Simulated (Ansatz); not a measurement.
The same group exchange along the group Sc, Y.

Computed with Ansatz on PBE0-D4/def2-TZVP structures; ΔE is electronic, products minus reactants. CCSD(T)/CBS is the MP2 limit (def2-TZVPP, def2-QZVPP) plus CCSD(T) − MP2 in def2-TZVPP, frozen cores. This one scheme is used for every species. Functionals use def2-TZVPP. Elements past krypton have def2 core potentials. For Sc, Y outer-core shells are correlated without core-valence functions, which leaves a few kJ/mol of doubt a bond. Scalar relativity is left out up to krypton.

| reaction | CCSD(T)/CBS(def2) (eV) |
| --- | --- |
| `[CH3][Sc]([CH3])[F]` + CH₄ → `[CH3][Sc]([CH3])[CH3]` + H–F | 2.64 |
| `[CH3][Y]([CH3])[F]` + CH₄ → `[CH3][Y]([CH3])[CH3]` + H–F | ? |

Task: Fill in the missing values. (An estimate is asked.)

Result: The calculation gave: `[CH3][Y]([CH3])[F]` + CH₄ → `[CH3][Y]([CH3])[CH3]` + H–F: +2.70 eV.

Largest T1 diagnostic: 0.014, for `[CH3][Sc]([CH3])[F]`.
